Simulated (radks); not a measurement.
Values are calculated unless marked as measured or tabulated.
Problem. Ionisation of neutral samarium, [Xe] 4f6 6s2, to [Xe] 4f6 6s1 as the strength of local exchange is varied. Level of theory: Dirac Kohn-Sham, Slater X-alpha exchange (alpha = 2/3 is LDA exchange), no correlation, spin-unpolarised, spherical densities, finite nucleus; open shells are shared between the two j in proportion to 2j + 1; Fermi nuclear charge, rms radius 5.0819 fm (a radial shooting solver on a logarithmic mesh with Libxc functionals).

alpha  E(Sm) (hartree)  exchange (hartree)  IE (eV)  -e of the level emptied (eV)  <r> of it (bohr)
0.656      -10416.9159           -219.2166    5.258                 2.880 (6s1/2)             4.401
0.667      -10420.5925           -222.9760    5.306                 2.924 (6s1/2)             4.388
0.781      -10458.7759           -262.0917    5.829                 3.398 (6s1/2)             4.254
1.016      -10537.9469           -343.6155    7.015                 4.502 (6s1/2)             3.993
?          -10409.9008           -212.0469    5.167                 2.800 (6s1/2)             4.425

Which alpha was used in the last row?

Solution. alpha = 0.635. NIST Atomic Spectra Database: 5.644 eV (measured). The Delta-SCF value meets it near alpha = 0.74. Spin polarisation and multiplet splitting are left out, so open shells lie too high by an amount that depends on their filling. Sharing an open shell by 2j + 1 raises it above the true ground level by a part of the spin-orbit splitting, which enters the differences from NIST.

Beside tabulated values, note that spin-unpolarised runs miss the spin-polarisation part of the exchange energy of open shells.
